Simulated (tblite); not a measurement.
Compound: C6H8ClO (doublet state).
Z-matrix (Å and degrees, GFN2-xTB geometry), rows numbered from 1:
```
O 
C   1  1.3831
C   2  1.4478  1  121.18
C   3  1.4440  2  111.88  1   142.26
Cl  4  1.9083  3  107.65  2  -104.83
C   4  1.5318  3  107.51  2    11.12
C   6  1.5159  4  105.46  3   -11.53
C   7  1.4911  2   60.38  1   100.76
H   1  0.9645  2  109.26  3   -44.92
H   3  1.0742  2  122.98  1   -22.33
H   4  1.0875  3  117.01  2   143.29
H   6  1.0885  4  111.26  3  -132.66
H   6  1.0920  4  109.51  3   107.99
H   7  1.0782  2  120.30  8  -108.64
H   8  1.0786  2  118.15  7  -109.80
H   8  1.0787  2  114.34  7   109.64
```

Calculated harmonic vibrations of the isolated species, GFN2-xTB (tblite), most abundant isotopes, no scaling. This tight-binding method is rough: wavenumbers can miss measured ones by several per cent, in bad cases by 10 to 20. One conformer, not necessarily the lowest. Open shells enter through the occupations alone, without spin polarisation, and single modes of such species can be off by tens of per cent.

Harmonic wavenumbers (cm⁻¹): 58.2, 164.9, 254.8, 270.0, 303.6, 362.3, 383.1, 442.5, 478.8, 561.4, 615.8, 700.2, 783.2, 832.7, 862.0, 919.4, 930.1, 952.4, 983.9, 1039.6, 1044.4, 1062.8, 1110.3, 1128.5, 1161.2, 1187.5, 1205.8, 1237.2, 1257.7, 1300.4, 1346.5, 1365.4, 1432.9, 1462.1, 2966.7, 2980.0, 3017.6, 3088.7, 3094.5, 3115.5, 3143.7, 3522.3.

A = 3259, B = 1247, C = 1056 MHz; mass 131.026 u (most abundant isotopes); point group C1, symmetry number 1; spin multiplicity 2.

Question: Zero-point energy?

Answer: ½Σν̃ = 27065 cm⁻¹ = 323.77 kJ/mol.

Question: Give the ideal-gas entropy at 200 K and 1 bar in the rigid-rotor, harmonic-oscillator model (classical rotation).

Answer: Translation 161.36, rotation 115.12, vibration 44.42, spin (R ln 2) 5.76: S = 326.7 J/(mol K).

Question: And Cp and H(200 K) − H(0)?

Answer: Cp = 95.34 J/(mol K), of which vibrations give 62.09 (their classical limit is 42 R = 349.2); H(200 K) − H(0) = 11.95 kJ/mol without the zero-point energy, 5.30 from vibrations.

Question: Which modes carry the vibrational entropy at 200 K?

Answer: 58.2 cm⁻¹: 15.61; 164.9 cm⁻¹: 7.37; 254.8 cm⁻¹: 4.35; 270.0 cm⁻¹: 3.99; 303.6 cm⁻¹: 3.30; 362.3 cm⁻¹: 2.36 J/(mol K); the other 36 give 7.44 together.

Question: Blend soft modes into free rotors: weight 1/[1 + (100 cm⁻¹/ν̃)⁴] for the oscillator and the rest for a rotor with moment μB/(μ + B), μ = h/(8π²ν), B = 10⁻⁴⁴ kg m². What vibrational entropy results?

Answer: 41.92 J/(mol K) in place of 44.42, which changes −T·S at 200 K by +0.50 kJ/mol.

Question: How do the functions run with temperature in this model?

Answer: 
```json
{"T (K)": "50", "S (J/(mol K))": "241.6", "Cp (J/(mol K))": "42.2", "H − H(0) (kJ/mol)": "1.84", "G − H(0) (kJ/mol)": "-10.23", "ln q(vib)": "0.22"}
{"T (K)": "100", "S (J/(mol K))": "275.2", "Cp (J/(mol K))": "57.8", "H − H(0) (kJ/mol)": "4.32", "G − H(0) (kJ/mol)": "-23.21", "ln q(vib)": "0.74"}
{"T (K)": "298.15", "S (J/(mol K))": "372.1", "Cp (J/(mol K))": "135.2", "H − H(0) (kJ/mol)": "23.25", "G − H(0) (kJ/mol)": "-87.69", "ln q(vib)": "3.83"}
{"T (K)": "373.15", "S (J/(mol K))": "405.7", "Cp (J/(mol K))": "164.7", "H − H(0) (kJ/mol)": "34.51", "G − H(0) (kJ/mol)": "-116.86", "ln q(vib)": "5.23"}
{"T (K)": "500", "S (J/(mol K))": "459.9", "Cp (J/(mol K))": "206.3", "H − H(0) (kJ/mol)": "58.17", "G − H(0) (kJ/mol)": "-171.80", "ln q(vib)": "7.71"}
{"T (K)": "750", "S (J/(mol K))": "554.8", "Cp (J/(mol K))": "260.2", "H − H(0) (kJ/mol)": "117.09", "G − H(0) (kJ/mol)": "-298.99", "ln q(vib)": "12.71"}
{"T (K)": "1000", "S (J/(mol K))": "634.5", "Cp (J/(mol K))": "293.2", "H − H(0) (kJ/mol)": "186.56", "G − H(0) (kJ/mol)": "-447.92", "ln q(vib)": "17.49"}
```

q(vib) and H(0) count from the zero-point level.

Hindered rotation and anharmonicity are outside this model. Other conformers, if any are populated, would add a mixing term that is left out. The structure is chiral; the term R ln 2 for an equal mix with its mirror image is left out.

On an AMD EPYC 7B13 with one thread, shared host, this took 0.6 s. The figure is for the frequency step alone.
